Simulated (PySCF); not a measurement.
Compound: C₂H₆AsB.
Z-matrix (Å and degrees, PBE0-D3(BJ)/def2-SVP geometry), rows numbered from 1:
```
C 
C   1  1.3449
B   2  1.5468  1  124.31
As  3  2.0140  2  125.01  1     4.55
H   1  1.0962  2  121.50  3    -2.54
H   1  1.0958  2  122.59  3   176.75
H   2  1.0979  1  116.95  3  -177.17
H   3  1.2110  2  119.75  1  -167.38
H   4  1.5194  3  100.00  2    44.55
H   4  1.5172  3   96.54  2   141.39
```

The calculation used EOM-IP-CCSD/aug-cc-pVDZ in PySCF, restricted Hartree–Fock reference, frozen core, non-relativistic, gas phase, PBE0-D3(BJ)/def2-SVP geometry.

Hartree–Fock orbital energies give these Koopmans values (eV): HOMO 9.34, HOMO-1 10.89, HOMO-2 11.86, HOMO-3 12.76, HOMO-4 13.68, HOMO-5 15.23, HOMO-6 17.18, HOMO-7 18.05.

**Question.** What vertical ionisation energies does EOM-IP-CCSD give?

**Answer.** 
```json
{"leading hole (HF orbital)": "HOMO", "Koopmans (eV)": "9.34", "EOM-IP-CCSD (eV)": "9.12", "change (eV)": "-0.22", "one-hole share": "0.96"}
{"leading hole (HF orbital)": "HOMO-1", "Koopmans (eV)": "10.89", "EOM-IP-CCSD (eV)": "10.82", "change (eV)": "-0.07", "one-hole share": "0.95"}
{"leading hole (HF orbital)": "HOMO-2", "Koopmans (eV)": "11.86", "EOM-IP-CCSD (eV)": "11.28", "change (eV)": "-0.58", "one-hole share": "0.95"}
{"leading hole (HF orbital)": "HOMO-3", "Koopmans (eV)": "12.76", "EOM-IP-CCSD (eV)": "11.70", "change (eV)": "-1.06", "one-hole share": "0.94"}
{"leading hole (HF orbital)": "HOMO-4", "Koopmans (eV)": "13.68", "EOM-IP-CCSD (eV)": "12.78", "change (eV)": "-0.90", "one-hole share": "0.94"}
{"leading hole (HF orbital)": "HOMO-5", "Koopmans (eV)": "15.23", "EOM-IP-CCSD (eV)": "13.95", "change (eV)": "-1.28", "one-hole share": "0.94"}
{"leading hole (HF orbital)": "HOMO-6", "Koopmans (eV)": "17.18", "EOM-IP-CCSD (eV)": "15.58", "change (eV)": "-1.60", "one-hole share": "0.92"}
{"leading hole (HF orbital)": "HOMO-7", "Koopmans (eV)": "18.05", "EOM-IP-CCSD (eV)": "16.23", "change (eV)": "-1.82", "one-hole share": "0.86"}
```

**Question.** Does the order of the lines follow the orbital energies?

**Answer.** Yes, no two lines change places. The corrections run from -1.82 to -0.07 eV, with a mean of -0.94 eV over the 8 lines; no line lies above its Koopmans value.

**Question.** At what kinetic energies would He II light (40.81 eV) eject these electrons?

**Answer.** 31.69 eV (HOMO), 29.99 eV (HOMO-1), 29.53 eV (HOMO-2), 29.11 eV (HOMO-3), 28.03 eV (HOMO-4), 26.86 eV (HOMO-5), 25.23 eV (HOMO-6), 24.58 eV (HOMO-7).

One root was sought for each valence orbital with −ε under 21 eV, eight at most, so deeper holes and satellites are missing; no vibrational structure.

Time: 7.8 min of wall time. Hardware: one thread, Arm Neoverse V1, no GPU, shared host.

One conformer stands for the species.
